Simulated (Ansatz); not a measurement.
Geometry optimisation, RKS PBE/def2-SVP (Ansatz).

Input:

```yaml
crystal:
  periodic: [false, false, false]
  atoms:
    - { symbol: C, position_ang: [-0.0281, -2.2329, 0.9457] }
    - { symbol: C, position_ang: [0.4204, -1.1167, 0.3107] }
    - { symbol: F, position_ang: [1.73, -1.068, 0.1008] }
    - { symbol: Si, position_ang: [-0.4905, 0.3419, -0.2934] }
    - { symbol: C, position_ang: [0.5364, 1.5832, -1.1188] }
    - { symbol: O, position_ang: [-1.4455, 1.0148, 0.958] }
    - { symbol: H, position_ang: [0.6117, -2.9844, 1.2579] }
    - { symbol: H, position_ang: [-0.59886, -1.40589, 0.56678] }
    - { symbol: H, position_ang: [-1.5371, -0.1373, -1.2516] }
    - { symbol: H, position_ang: [1.271, 1.9877, -0.3696] }
    - { symbol: H, position_ang: [1.0694, 1.1531, -1.9219] }
    - { symbol: H, position_ang: [-0.0329, 2.4399, -1.4656] }
    - { symbol: H, position_ang: [-0.9859, 1.2691, 1.7332] }
basis:
  gaussian: { orbitals: def2-SVP }
hamiltonian:
  xc: pbe
relax:
  f_tol: 0.02
  max_steps: 50
```

Launched with:

```bash
$ ansatz run input.yaml --threads 2 --pin off --max-ram 3072MiB --backend cpu --events-out ev --progress --plain --runs-dir out
```

Where does it end, and by what steps?

The run converged. After 21 steps the energy has fallen by 5.165 eV; H8 moved furthest, 1.24 Å. The start is strongly strained (largest force component 9 eV/Å), so its close contacts needn't be bonds. Parted: C2–H8.

```
step  energy less start (eV)  largest force component (eV/Å)  accepted
   0                  0.0000                           9.371       yes
   1                 -1.7929                           5.489       yes
   2                 -3.1755                           3.026       yes
   3                 -4.2096                           2.382       yes
   4                 -4.8007                           1.286       yes
   5                 -5.0341                           0.451       yes
   6                 -5.0867                           0.200       yes
   7                 -5.1038                           0.118       yes
   8                 -5.0970                           0.172        no
   9                 -5.1073                           0.031       yes
  10                 -5.1099                           0.096       yes
  11                 -5.1149                           0.204       yes
  12                 -5.1194                           0.342       yes
  13                 -5.1284                           0.293       yes
  14                 -5.1398                           0.320       yes
  15                 -5.1539                           0.284       yes
  16                 -5.1568                           0.115       yes
  17                 -5.1625                           0.115       yes
  18                 -5.1637                           0.089       yes
  19                 -5.1647                           0.040       yes
  20                 -5.1650                           0.020       yes
  21                 -5.1651                           0.015       yes
```

```xyz
13
Properties=species:S:1:pos:R:3
C 0.158 -1.935 1.108
C 0.380 -1.185 0.015
F 1.393 -1.511 -0.841
Si -0.590 0.367 -0.502
C 0.654 1.707 -0.945
O -1.651 0.785 0.742
H 0.774 -2.817 1.345
H -0.672 -1.666 1.778
H -1.476 0.050 -1.670
H 1.251 2.014 -0.061
H 1.363 1.315 -1.703
H 0.157 2.606 -1.362
H -1.220 1.113 1.550
```

Time of the run: 42 s on 2 threads of Intel(R) Xeon(R) Platinum 8488C (Sapphire Rapids) (shared host), peak memory 0.17 GiB.
